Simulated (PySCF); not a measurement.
Transoidal hexafluoroacetone imine, C₃HF₆N.
Atom-mapped SMILES: `[NH:1]=[C:2]([C:3]([F:4])([F:5])[F:6])[C:7]([F:8])([F:9])[F:10]` (hydrogens: H11 on N1)

Level: wB97X-D/pcSseg-2 in PySCF, non-relativistic, on one gas-phase PBE0-D3(BJ)/def2-TZVP geometry that isn't relaxed in the solvent. The solvent is an IEF-PCM continuum (cavity from Bondi-type radii × 1.2). The model holds no explicit solvent molecules, cavitation or dispersion.

Gas phase at wB97X-D/pcSseg-2: HOMO -11.28 eV, LUMO -0.29 eV, dipole 1.66 D.

**Question.** What does the continuum do to the energy, the frontier levels and the dipole at wB97X-D/pcSseg-2 in chloroform?

**Answer.** 
```json
{"solvent": "chloroform", "ε": "4.711", "E(solvent) − E(gas) (kcal/mol)": "-2.95", "polarisation term (kcal/mol)": "-3.22", "distortion of the solute (kcal/mol)": "0.27", "HOMO (eV)": "-11.13", "LUMO (eV)": "-0.09", "dipole (D)": "1.98"}
```

The polarisation term is half the interaction of the solute with the surface charges that it induces; the rest is the cost of distorting the solute's density. The sum is the electrostatic part of solvation alone.

**Question.** Which radius a makes the point-dipole formula ΔE = −[(ε − 1)/(2ε + 1)]·μ²/a³ give the value in chloroform, with the gas-phase dipole?

**Answer.** μ = 0.653 au and |ΔE| = 0.00470 Eh give a = 1.68 Å; the farthest nucleus lies 2.47 Å from the centroid of the nuclei, so such a sphere wouldn't even hold the nuclei. The formula assumes a rigid point dipole at the centre of a sphere.

Conformer computed: `[NH:1]=[C:2]([C:3]([F:4])([F:5])[F:6])[C:7]([F:8])([F:9])[F:10]`: N1–C2–C3–F4 -17°, N1–C2–C7–F8 104°.

Note: wB97X-D ran without an empirical dispersion term, which enters the total energy and its gradient alone.
